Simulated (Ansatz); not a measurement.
System: SeBr, charge 0, doublet. SeBr (SMILES [Se]Br, doublet).
B3LYP-D3(BJ)/def2-TZVP minimum from Ansatz (an electronic-structure program):
```xyz
2

Se     0.0000     0.0000    -1.1641
Br     0.0000     0.0000     1.1308
```
Charge 0, spin multiplicity 2.

Hartree-Fock and CCSD correlation energies in hartree (Ansatz). UHF or UKS for unpaired electrons; spin-orbit terms are left out. Correlated methods leave the cores frozen (noble-gas shells, and filled d and f shells in the p block). No relativity. Spin-orbit terms, left out, reach several kcal/mol for Br and I, and more for heavier atoms.

```tsv
basis	X	E(HF)	E(corr, CCSD)
cc-pVTZ	3	-4972.35049	-0.31353
cc-pVQZ	4	-4972.35687	-0.34196
cc-pV5Z	5	-4972.35762	withheld
```

Task: Fit E(corr) = E∞ + A/X³ to X = 3 and 4, predict X = 5, and compare with the run.

Result: A = (-0.31353 - (-0.34196))/(1/27 - 1/64) = 1.3278; E∞ = -0.34196 - A/64 = -0.36271; at X = 5, E∞ + A/125 = -0.35208. The run gave -0.35187, 0.21 mEh above the prediction. The same form on X = 4 and 5 gives E∞ = -0.36227, 0.44 mEh above the first estimate.
